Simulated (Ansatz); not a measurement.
Program: Ansatz. Geometries: PBE0-D4/def2-TZVP. ΔE: electronic, gas phase. CCSD(T)/CBS adds triple-zeta CCSD(T) − MP2 to the extrapolated MP2 energy (def2 sets, frozen cores). DFT in def2-TZVPP. B3LYP here is the variant with VWN-RPA as its local correlation; programs differ in this. HSE06 is defined as in plane-wave codes. One conformer a species, not always the lowest.

`CC[NH][AlH2]` + `CB(C)N` → `CNB(C)C` + `C[NH][AlH2]`  (substitution at a C–C bond)

Task: Is it downhill or uphill in electronic energy at CCSD(T)/CBS, and by how much? (Estimate.)

Result: The calculation gave: Uphill: ΔE = +45.5 kJ/mol.

Task: What do these levels give: B97M-V, r2SCANh-D4, r2SCAN0-D4, BHLYP-D4, PBE-QIDH, PBE, revPBE, B3LYP, HSE06, LC-ωPBE, HF/def2-QZVPP, MP2/CBS(def2)? (Best estimate.)

Result: The calculation gave: B97M-V 46.4, r2SCANh-D4 45.6, r2SCAN0-D4 45.9, BHLYP-D4 43.5, PBE-QIDH 45.5, PBE 42.0, revPBE 42.3, B3LYP 42.2, HSE06 43.6, LC-ωPBE 44.3, HF/def2-QZVPP 45.3, MP2/CBS(def2) 48.1 kJ/mol.

Largest T1 diagnostic among the species: 0.012.

Leaving LDA and LC-ωPBE aside and taking each functional with its dispersion term where it has one, the values, not all of them listed here, spread over 6.2 kJ/mol, from BLYP-D4 to B97M-V. At CCSD(T), def2-SVP lies −5.1 kJ/mol from the extrapolated value and def2-TZVPP −1.1 kJ/mol. From BLYP to BHLYP (50 % exact exchange), in def2-TZVPP and without D4, ΔE moves by +3.0 kJ/mol.
